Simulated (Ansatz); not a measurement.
A search over several starts for the lowest SCF solution of Pd₃Au⁺ at the given spin, in a small basis.

```yaml
crystal:
  periodic: [false, false, false]
  atoms:
    - {symbol: Pd, position_ang: [-1.350263, 0.880580, 0.218817]}
    - {symbol: Pd, position_ang: [1.198222, 0.673727, 0.869973]}
    - {symbol: Pd, position_ang: [0.407557, 0.068177, -1.573436]}
    - {symbol: Au, position_ang: [-0.255506, -1.622484, 0.484646]}
basis:
  gaussian: {orbitals: def2-SVP}
total_charge: 1
hamiltonian: {xc: pbe0, dispersion: d4}
output: {orbitals: {seedname: orbitals}}
```

```sh
$ ansatz run in.yaml --threads 2 --pin off --events-out ev --progress --plain --max-ram 4352MiB
```

It prints (some lines left out):

```
Functional definition: PBE0
1397 factors; their error is unknown
mean field evaluation 1: about -14085.1585 eV, gradient 1.1e2 eV
mean field evaluation 2: about -12907.6463 eV, gradient 6.2e2 eV
mean field evaluation 4: about -14121.2444 eV, gradient 3.9e1 eV
mean field evaluation 8: about -14124.4573 eV, gradient 1.2e1 eV
mean field evaluation 16: about -14125.1409 eV, gradient 2.5e-2 eV
mean field evaluation 32: about -14124.9313 eV, gradient 2.0e0 eV
mean field -14125.14090614 eV, -519.0893539364 hartree, gradient 5.0e-5 eV, S^2 0.000000; 6 other end points of the search recorded, 0 dependent functions left out
reference -14125.14096374 eV, -519.0893560532 hartree; 36, 36 occupied and 89, 89 virtual orbitals, 1397 factors
Total energy: -14125.34053667 eV, -519.0966902229 hartree
```

Run time 14 s (2 threads of AMD EPYC 7R13 on a shared host).

In the def2 sets Au, Pd take a core potential; there is no spin–orbit coupling. A triplet lies near this restricted singlet, and broken spin symmetry wasn't tried. At PBE0-D4/def2-TZVP a triplet of charge 1 lies 0.63 eV below the restricted singlet at the same geometry. The structure comes from a short search, and lower isomers may exist.
